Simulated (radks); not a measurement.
The tungsten ion W59+, 15 electrons, occupied as [Ne] 3s2 3p3. All-electron calculation, non-relativistic Kohn-Sham, PBE, spin-polarised, spherical densities, point nucleus; open shells are filled with parallel spins first (spin-orbit coupling, left out, can overturn this in heavy ions); relativity is left out, which matters for an element this heavy. Program: a radial shooting solver on a logarithmic mesh with Libxc functionals.

Normalised radial functions P(r) = r R(r), r in bohr:

r,3s down
0.0006788,0.1409
0.0007593,0.1567
0.0008425,0.1728
0.0009424,0.1918
0.001046,0.2112
0.00117,0.2340
0.001308,0.2590
0.001452,0.2843
0.001624,0.3138
0.001802,0.3435
0.002015,0.3779
0.002254,0.4149
0.002501,0.4516
0.002797,0.4935
0.003104,0.5345
0.003472,0.5806
0.003883,0.6282
0.004309,0.6734
0.004819,0.7222
0.005348,0.7668
0.005981,0.8128
0.00669,0.8550
0.007423,0.8892
0.008303,0.9182
0.009213,0.9356
0.01031,0.9412
0.01153,0.9296
0.01279,0.9002
0.01431,0.8450
0.01587,0.7687
0.01775,0.6564
0.01986,0.5106
0.02204,0.3441
0.02465,0.1322
0.02757,-0.1101
0.03059,-0.3565
0.03421,-0.6346
0.03796,-0.8919
0.04246,-1.1498
0.0475,-1.3649
0.0527,-1.5036
0.05895,-1.5618
0.06541,-1.5106
0.07316,-1.3249
0.08183,-0.9967
0.0908,-0.5706
0.1016,-0.0053
0.1127,0.5811
0.126,1.2220
0.141,1.8044
0.1564,2.2320
0.175,2.5175
0.1942,2.5926
0.2172,2.4694
0.2429,2.1697
0.2695,1.7885
0.3015,1.3381
0.3345,0.9426
0.3741,0.5881
0.4185,0.3297
0.4643,0.1735
0.5194,0.0767
0.5763,0.0317
0.6446,0.0105

3s down: eigenvalue -6073.0 eV, 2 radial nodes at r = 0.0262, 0.102 bohr, <r> = 0.201 bohr, 90 % of the charge inside 0.291 bohr.
